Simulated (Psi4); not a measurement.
C5H11Si, doublet, geometry from GFN2-xTB, with bond 13-5 at 1.3 times its length. Base run: PBE0/3-21G (Psi4).

The Psi4 input:
```
memory 2 GB

molecule {
0 2
C     2.06786214    1.74813003   -0.40400846
C     0.94744866    1.17771277   -0.10424235
Si   -0.26267662   -0.19972994    0.05641011
C    -0.70919004   -0.37488162    1.90150174
C    -1.80525477    0.25556010   -0.96722848
C     0.42809799   -1.87456898   -0.57640950
H     2.24392170    2.80739708   -0.24657127
H     2.92197778    1.22572443   -0.83410363
H    -1.43197317   -1.17002222    2.05988663
H    -1.13933223    0.54240514    2.29074624
H     0.16790572   -0.60475005    2.49848666
H    -2.25043938    1.18136668   -0.61700064
H    -1.48178816    0.42714639   -2.33019064
H    -2.56445753   -0.51865903   -0.90469755
H     1.31483648   -2.16476627   -0.02132360
H    -0.30374718   -2.67051690   -0.47201190
H     0.70143109   -1.81122300   -1.62516930
}

set {
  basis 3-21g
  reference uks
}

energy('pbe0')
print_variables()
```

Each row names what was changed in the base input (with any setting that the change needs).

```csv
change,ΔE vs base (mEh),SCF cycles,grid points,basis functions
base,0.000,11,362353,80
diis_max_vecs = 3,0.000,18,362353,80
ints_tolerance = 1e-8,0.000,11,362353,80
guess = sadno,0.000,11,362353,80
dft_radial_points = 50,-0.038,11,245136,80
df_basis_scf = def2-universal-jkfit,0.000,11,362353,80
dft_nuclear_scheme = stratmann,0.017,11,333776,80
damping_percentage = 20,0.000,22,362353,80
scf_type = mem_df,0.000,11,362353,80
damping_percentage = 50,0.003,80,362353,80
dft_basis_tolerance = 1e-8,0.000,11,360682,80
level_shift = 0.3,0.000,11,362353,80
d_convergence = 1e-4,0.000,10,362353,80
```

Open shells are given as the SCF converged; they aren't shown to be the lowest states, and a large step between rows can be another state.
